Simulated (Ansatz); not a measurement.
Ansatz results at the PBE0-D4/def2-TZVP geometry: size of the dipole moment (B3LYP/def2-TZVPP) 1.14 D; HOMO energy (B3LYP/def2-TZVPP) -7.07 eV; HOMO energy (ωB97M-V/def2-TZVPP) -9.44 eV.

Each molecule was computed in one conformer, which needn't be the lowest.

(1) Which molecule gave them?
A. `O[Si](O)(F)[SeH]`
B. `N/C=N/[SiH2]N`
C. `[SiH3]SS`
D. `C=[C]1O[CH2][AlH]1`

## Answers

(1) C. The others give `N/C=N/[SiH2]N`: 3.34, -6.59, -9.11; `O[Si](O)(F)[SeH]`: 1.80, -7.12, -9.56; `C=[C]1O[CH2][AlH]1`: 2.12, -6.17, -8.57.

B3LYP here is the variant with VWN-RPA as its local correlation; programs differ in this.
